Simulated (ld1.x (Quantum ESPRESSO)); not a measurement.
Varying the TM potential for Br (Z = 35)

Base potential:

ld1.x (Quantum ESPRESSO) 7.5 input, shortened:

```
&input
   title='Br', zed=35., rel=2, dft='PBE', iswitch=3,
   config='[Ar] 3d10 4s2 4p5 4d-2', rel_dist='average'
 /
 &inputp
   pseudotype=2, tm=.true., lloc=1,
   nlcc=.true., new_core_ps=.true., rcore=0.75
 /
3
4S  1  0   2.00   0.00  1.10  1.10  0.0
4D  3  2  -2.00  -0.15  1.55  1.55  0.0
4P  2  1   5.00   0.00  1.85  1.85  0.0
 &test
   configts(1)='4s2 4p5'
 /
```

Open shells are filled in proportion to 2j + 1 (rel_dist='average').

Cutoffs, loose and tight: the cutoffs (Ry, on a coarse ladder) from which the occupation-weighted sum of valence levels, in a spherical-Bessel basis at the reference potential, stays within 10 and 1 mRy of its value at 400 Ry. They do not see the model core or the augmentation charge, which bear on the density cutoff. Test errors are all-electron minus pseudo excitation energies from the reference, over the configurations 4s2 4p4; 4s2 4p3; 4s2 4p2; 4s2 4p4.5; 4s1 4p6; 4s2 4p1; 4s1 4p5. A dash means not determined; rows that change the core or the reference have their own tests.

A true bound ghost makes a file unfit for plane-wave use even where its test errors are small: the radial tests pick states by their node count and pass the ghost by.

```tsv
change	outcome	cutoff, loose	cutoff, tight	bound ghosts	largest test error (meV)
base	generated, misses its reference levels by 0.33 eV	100 Ry	200 Ry	s, d5/2, d3/2	-54
core correction Bessel-smoothed model core inside 0.40 bohr	generated, misses its reference levels by 0.33 eV	100 Ry	200 Ry	s, d5/2, d3/2	-54
core correction Bessel-smoothed model core inside 0.56 bohr	generated, misses its reference levels by 0.33 eV	100 Ry	200 Ry	s, d5/2, d3/2	-54
core correction Bessel-smoothed model core inside 0.66 bohr	generated, misses its reference levels by 0.33 eV	100 Ry	200 Ry	s, d5/2, d3/2	-54
core correction Bessel-smoothed model core inside 0.78 bohr	generated, misses its reference levels by 0.33 eV	100 Ry	200 Ry	s, d5/2, d3/2	-54
core correction Bessel-smoothed model core inside 0.90 bohr	generated, misses its reference levels by 0.33 eV	100 Ry	200 Ry	s, d5/2, d3/2	-54
core correction Bessel-smoothed model core inside 0.98 bohr	generated, misses its reference levels by 0.33 eV	100 Ry	200 Ry	s, d5/2, d3/2	-53
core correction Bessel-smoothed model core inside 1.10 bohr	generated, misses its reference levels by 0.33 eV	100 Ry	200 Ry	s, d5/2, d3/2	-51
core correction Bessel-smoothed model core inside 1.20 bohr	generated, misses its reference levels by 0.33 eV	100 Ry	200 Ry	s, d5/2, d3/2	-48
core correction Bessel-smoothed model core inside 1.32 bohr	generated, misses its reference levels by 0.33 eV	100 Ry	200 Ry	s, d5/2, d3/2	-45
```

(1) What comes out with this change to the base: core correction none?

Results:

(1) outcome: generated, misses its reference levels by 0.33 eV; cutoff, loose: 100 Ry; cutoff, tight: 200 Ry; bound ghosts: s, d5/2, d3/2; largest test error (meV): +17.
